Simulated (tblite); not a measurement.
Isomers of C8H14OSi. Computed values, GFN2-xTB/tblite, gas phase, harmonic and unscaled. Against measured fundamentals such values can be off by several per cent, at times by over 20. Modes of hydrogen on silicon can be 10 to 20 % off. One conformer each.

Electronic energies: GFN2-xTB at the same geometries; isomer energies are rough at this level and their order can be wrong.

```
                         SMILES  electronic energy, lowest = 0 (kJ/mol)
CC#C[C@@](C)(C=O)[C@H](C)[SiH3]                                    95.1
   C=C(C)[C@@H]1C=C(OC)C[SiH2]1                                    27.3
       C=C(/C=C\O/C=C/C)[SiH2]C                                   115.9
           C1=C[Si]2(CC1)CCOCC2                                    17.2
            CC#C[SiH2]OC/C=C/CC                                     0.0
        O=C(/C=C/C1CC1)CC[SiH3]                                    34.9
```

How do GFN2-xTB zero-point energies change the relative energies?

```
                         SMILES  ZPE (kJ/mol)  of it from modes above 1550 cm⁻¹  electronic (kJ/mol)  with ZPE, lowest = 0 (kJ/mol)  lowest mode (cm⁻¹)  rings
            CC#C[SiH2]OC/C=C/CC         504.4                             266.2                  0.0                            0.0                 20i      0
           C1=C[Si]2(CC1)CCOCC2         532.0                             258.8                 17.2                           44.9                  44      2
   C=C(C)[C@@H]1C=C(OC)C[SiH2]1         508.7                             263.7                 27.3                           31.6                  37      1
        O=C(/C=C/C1CC1)CC[SiH3]         505.2                             260.1                 34.9                           35.7                  33      1
CC#C[C@@](C)(C=O)[C@H](C)[SiH3]         498.5                             262.2                 95.1                           89.2                   7      0
       C=C(/C=C\O/C=C/C)[SiH2]C         501.2                             274.9                115.9                          112.7                  38      0
```

The zero-point energies span 33.5 kJ/mol, from `CC#C[C@@](C)(C=O)[C@H](C)[SiH3]` to `C1=C[Si]2(CC1)CCOCC2`. Slightly imaginary modes are left out of the zero-point energy: `CC#C[SiH2]OC/C=C/CC` 19.7i cm⁻¹. The lowest isomer stays, but the order above it changes.

What do entropy and thermal enthalpy add at 298.15 K and 1 bar (rigid rotor, harmonic oscillator, one conformer each)?

| SMILES | point group | symmetry number | S (J/(mol K)) | H − H(0) (kJ/mol) | ZPE + H − H(0) − TS (kJ/mol) |
| --- | --- | --- | --- | --- | --- |
| C1=C[Si]2(CC1)CCOCC2 | C1 | 1 | 425.2 | 30.30 | 435.6 |
| C=C(C)[C@@H]1C=C(OC)C[SiH2]1 | C1 | 1 | 458.0 | 34.71 | 406.9 |
| O=C(/C=C/C1CC1)CC[SiH3] | C1 | 1 | 459.9 | 34.11 | 402.2 |

Not tabulated: `CC#C[SiH2]OC/C=C/CC` (lowest mode only 20i cm⁻¹); `CC#C[C@@](C)(C=O)[C@H](C)[SiH3]` (lowest mode only 7 cm⁻¹); `C=C(/C=C\O/C=C/C)[SiH2]C` (point group not settled).
